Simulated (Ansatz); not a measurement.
A made-up structure of CH2BrSi (charge -1), closed shell:

```xyz
5
angstrom
C -1.2188 -0.6665 -0.1936
Si 0.2469 0.1538 0.0319
Br -1.3997 -2.3030 0.8513
H -1.9510 -0.0302 -0.7196
H 0.9459 1.4669 -0.2253
```

It is relaxed with PBE-D4/def2-SVPD and then PBE0-D4/def2-TZVPD (Ansatz 0.2.0). Atoms count as bonded within 1.22 times the sum of their covalent radii (H–H: 0.88 Å). The end point is not checked to be a true minimum.

Problem. Does its bonding change? (Judge from chemistry; the calculation decides.)

Solution. The calculation gives: No: no bond forms or breaks.

Where it ends: The first stage lowers the energy by 2.13 eV in 10 steps. It ends as CH₂BrSi ([SiH][CH][Br]), total charge -1:
C1  (-0.983, -0.512, -0.048)
Si2  (0.643, 0.055, 0.307)
Br3  (-1.665, -2.225, 0.600)
H4  (-1.789, -0.063, -0.620)
H5  (0.417, 1.365, -0.494)
(Å)

Labels in which every atom is bracketed show which atoms are joined, not bond orders.

For scale, one of the runs: PBE0-D4/def2-TZVPD relaxation, 155 basis functions, launched by `ansatz run in.yaml --threads 2 --pin off --events-out ev --progress --plain --max-ram 4352MiB`. Hardware: 2 CPU threads of an Intel Xeon 6975P-C, shared host. Wall time about 13 s.
